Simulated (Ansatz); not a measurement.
Species: C2H3ClF2, charge 0, singlet. C2H3ClF2 (2-chloro-1,1-difluoroethane, SMILES FC(F)CCl).
B3LYP-D3(BJ)/def2-TZVP minimum from Ansatz (a program for electronic structure):
```
C
H 1 1.0868
H 1 1.0874 2 110.29
C 1 1.5116 2 109.57 3 -120.88
F 4 1.3603 1 110.73 2 171.89
F 4 1.3697 5 107.39 1 117.64
H 4 1.0913 5 108.37 6 117.04
Cl 1 1.7889 2 108.03 3 118.48
```

Total energies in hartree (Ansatz). Radicals and triplets start from unrestricted determinants; spin-orbit coupling is neglected. Correlated methods leave the cores frozen. No relativity. Where a partner has so few electrons that a lower coupled-cluster level is exact, that level stands in.

```csv
species,HF/cc-pV(T+d)Z,CCSD(T)/cc-pV(T+d)Z,HF/cc-pV(Q+d)Z,CCSD(T)/cc-pV(Q+d)Z,CCSD(T)/cc-pV(D+d)Z,CCSDT(Q)/cc-pV(D+d)Z
"1: C2H3ClF2 (2-chloro-1,1-difluoroethane, SMILES FC(F)CCl)",-735.98630,-737.08019,-736.01137,-737.19150,-736.71881,-736.72139
2: F (doublet),-99.40552,-99.62036,-99.41377,-99.65026,-99.52757,-99.52776
3: C (triplet),-37.69157,-37.78076,-37.69331,-37.78654,-37.76038,-37.76071
4: Cl (doublet),-459.48556,-459.67356,-459.48916,-459.69449,-459.60403,-459.60445
5: H (doublet),-0.49981,-0.49981,-0.49995,-0.49995,-0.49928,-0.49928
```

Question: Work out the atomisation energy (electronic, to ground-state atoms) in kcal/mol: take Hartree-Fock from cc-pV(Q+d)Z, extrapolate the CCSD(T) correlation energy as X^-3 (X = 3, 4), and add CCSDT(Q) - CCSD(T) in cc-pV(D+d)Z. 1 hartree = 627.51 kcal/mol.

Answer: 
Species 1: correlation (64·(-1.18013) - 27·(-1.09389))/37 = -1.24306; step -0.00258; E1 = -736.01137 + (-1.24306) + (-0.00258) = -737.25701
Species 2: correlation (64·(-0.23649) - 27·(-0.21484))/37 = -0.25229; step -0.00019; E2 = -99.41377 + (-0.25229) + (-0.00019) = -99.66625
Species 3: correlation (64·(-0.09323) - 27·(-0.08919))/37 = -0.09618; step -0.00033; E3 = -37.69331 + (-0.09618) + (-0.00033) = -37.78982
Species 4: correlation (64·(-0.20533) - 27·(-0.18800))/37 = -0.21798; step -0.00042; E4 = -459.48916 + (-0.21798) + (-0.00042) = -459.70756
Species 5: correlation (64·(0.00000) - 27·(0.00000))/37 = 0.00000; step +0.00000; E5 = -0.49995 + (0.00000) + (+0.00000) = -0.49995
-1·E1 +2·E2 +2·E3 +1·E4 +3·E5 = 1.13746 hartree = 713.8 kcal/mol.
